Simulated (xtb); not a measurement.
ZnH, SMILES [ZnH+] (connectivity only; charge and spin as stated), charge +1, multiplicity 1. All values are semi-empirical tight-binding results from xtb (GFN2-xTB unless named), good for trends rather than for accurate numbers. Geometry: GFN2-xTB. The spin state was assumed, not searched.

For metal compounds this method's bond lengths and energies can be far off.

Computed properties:
The point group as xtb finds it is C∞v and the orbital gap is 4.56 eV.
